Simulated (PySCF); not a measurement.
A GIAO shielding run with PySCF 2.14 (density fitting, non-relativistic, gas phase) on `C=C(C)[PH+]1CCC(=O)CC1`, [C$_{8}$H$_{14}$OP]+:

```
$ OMP_NUM_THREADS=1 python probes_run.py task.json out

{"job": {"kind": "nmr", "xc": "PBE0", "basis": "pcSseg-1"}, "charge": 1, "multiplicity": 1}
C      2.976556     1.039164    -0.481488
C      2.081678     0.085153    -0.247894
C      2.373598    -1.372867    -0.098736
P      0.341153     0.544678    -0.094705
C     -0.732751    -0.210247    -1.349806
C     -2.194672     0.159651    -1.065779
C     -2.616227    -0.284395     0.330037
O     -3.418294    -1.148706     0.520935
C     -1.910059     0.452776     1.462199
C     -0.414797     0.108216     1.497720
H      2.707338     2.079060    -0.576020
H      4.023703     0.806676    -0.585331
H      3.433637    -1.561601    -0.243945
H      2.099287    -1.724232     0.896185
H      1.819166    -1.961164    -0.830228
H      0.242780     1.916197    -0.235453
H     -0.603005    -1.297225    -1.302810
H     -0.430805     0.125490    -2.346409
H     -2.339448     1.238876    -1.155659
H     -2.839600    -0.334911    -1.794602
H     -2.370192     0.155999     2.406364
H     -2.051975     1.528920     1.335140
H      0.091787     0.641100     2.308095
H     -0.280592    -0.966846     1.659747
```

Hardware: 1 thread of an Arm Neoverse V1, shared host. The job also computes population analyses, field gradients, ring-centre shieldings.

**Question.** How large is the calculation?

**Answer.** 84 electrons, 247 basis functions and 1298 auxiliary functions.

**Question.** How long does it take, and how much memory does it need?

**Answer.** 61 s of wall time, with 15 SCF cycles and 5 response iterations; peak memory 1.1 GiB. Times on a shared host scatter by some tens of per cent.
